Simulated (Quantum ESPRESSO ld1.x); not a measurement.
Re V, 71 electrons, occupied as [Xe] 4f14 5d3. Calculated with ld1.x of Quantum ESPRESSO 7.5: Dirac Kohn-Sham, exchange-only PBE, spin-unpolarised, spherical densities, point nucleus; open shells are shared between the two j in proportion to 2j + 1.

Spin-orbit splittings of the eigenvalues, e(l+1/2) - e(l-1/2), with zeta = 2 splitting/(2l+1) and mean radii in bohr:

shell  occ.  splitting (eV)  zeta (eV)  <r> j=l-1/2  <r> j=l+1/2
2p        6            1440      960.0      0.06246      0.07054
3p        6           312.7      208.5       0.1870       0.2019
3d       10           67.88      27.15       0.1765       0.1811
4p        6           72.98      48.65       0.4450       0.4785
4d       10           13.48      5.392       0.4934       0.5048
4f       14               ?          ?       0.5743       0.5829
5p        6           11.37      7.582        1.122        1.214
5d        3           1.216     0.4866        1.591        1.631

Estimate the 4f splitting.

Answer. 2.518 eV (zeta = 0.7195 eV).
